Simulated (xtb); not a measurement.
Cl₂FH₂NSn, SMILES [NH2][Sn]([F])([Cl])[Cl]. All values are semi-empirical tight-binding results from xtb (GFN2-xTB unless named), good for trends rather than for accurate numbers. The structure is a stationary point at GFN2-xTB. The structure was generated by enumeration; whether it is a known compound was not checked. The values are those of a single conformer.

For metal compounds this method's bond lengths and energies can be far off.

```json
{
 "point_group_as_xtb_finds_it": "Cs",
 "orbital_gap": "2.88 eV",
 "zero_point_energy": "16.8 kcal/mol",
 "G − E(el) at 298.15 K (modified RRHO)": "-5.9 kcal/mol"
}
```
